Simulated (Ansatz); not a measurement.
Basis-set extrapolation for `F[B]1[SiH2][O][Al]1[SH]` (PBE0-D4/def2-TZVP geometry, frozen core, the Gaussian-basis code of Ansatz). Multiplicity 1, RHF reference.

```tsv
	def2-TZVPP	def2-QZVPP
HF	-1129.384092	-1129.420404
MP2 correlation	-0.930865	-1.010576
CCSD(T) correlation	-1.014572	not run
```

Energies in hartree. Use E(X) = E(∞) + A·exp(−7.88·√X) for Hartree–Fock and E(X) = E(∞) + B·X^(−2.97) for correlation, with X = 3 and 4, and add CCSD(T) minus MP2 of the smaller set to the MP2 limit.

What is the CCSD(T) energy at the basis-set limit?

HF limit: -1129.420404 + (-0.036312) × 0.13774 = -1129.42541. MP2 limit: -1.010576 + (-0.079711) × 0.74074 = -1.06962. Higher-order term: -1.014572 − (-0.930865) = -0.08371. Total: -1130.57874 hartree, 472.8 kJ/mol below CCSD(T)/def2-TZVPP.
